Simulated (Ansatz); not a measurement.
(CdF2)n off (charge +1): PBE-D4/def2-TZVP single points in Ansatz on relaxed structures, gas phase. Each cluster is the lowest isomer that a short search found in that spin, judged at the geometry's level, and lower ones may exist. Core potentials for Cd, no spin–orbit coupling. HOMO and LUMO are taken over both spins. The spins of the ions were chosen, not always searched. A dash marks a value that wasn't run or was left out as unsound. The structures are stationary points that may keep the symmetry of their start.

| species | atoms | state | geometry | HOMO (eV) | LUMO (eV) | gap (eV) | vertical EA (eV) | lowest of the spins relaxed | point group (within 0.1 Å) |
| --- | --- | --- | --- | --- | --- | --- | --- | --- | --- |
| Cd2F2⁺ | 4 | doublet; reduced ion singlet | r2SCAN-D4/def2-TZVP | -11.43 | -10.59 | 0.84 | 7.76 | doublet, of doublet/quartet | C∞v |
| Cd3F4⁺ | 7 | doublet | r2SCAN-D4/def2-SVP | -9.89 | -9.44 | 0.46 | – | – | C2v |

Question: Estimate the rows for CdF2⁺ (doublet; reduced ion singlet, PBE-D4/def2-TZVP geometry).

Answer: 
| species | atoms | state | geometry | HOMO (eV) | LUMO (eV) | gap (eV) | vertical EA (eV) | lowest of the spins relaxed | point group (within 0.1 Å) |
| --- | --- | --- | --- | --- | --- | --- | --- | --- | --- |
| CdF2⁺ | 3 | doublet; reduced ion singlet | PBE-D4/def2-TZVP | -16.12 | -15.90 | 0.23 | 11.99 | – | D∞h |

The gap (eV) runs from 0.23 (CdF2⁺) to 0.84 (Cd2F2⁺).
